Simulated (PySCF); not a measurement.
O⁺ (oxygen, charge +1) across methods

[He] 2s2 2p3, high-spin 4S determinant. Computed with PySCF 2.14 in aug-cc-pCVTZ-DK, with scalar relativity by spin-free X2C-1e.

```
 method  E (hartree)  mean ε 2s α (eV)  mean ε 2s β (eV)  mean ε 2p α (eV)  Σ⟨r²⟩ (bohr²)   ⟨S²⟩
 revPBE     -74.6102           -41.652           -35.717           -26.329          7.486  3.752
    LDA     -74.0626           -41.236           -35.650           -26.428          7.531  3.752
r2SCANh     -74.6070           -44.882           -36.516           -28.219          7.398  3.753
    UHF    -74.42342           -56.449           -41.734           -36.183          7.356  3.756
   PW91     -74.5971           -41.654           -35.772           -26.467          7.490  3.752
 r2SCAN     -74.6065           -43.580           -35.775           -27.277          7.408  3.753
   BP86     -74.6168           -41.601           -35.939           -26.369          7.473  3.752
   PBE0     -74.5613           -45.469           -37.680           -28.966          7.439  3.752
    PBE     -74.5459           -41.603           -35.722           -26.363          7.497  3.752
```
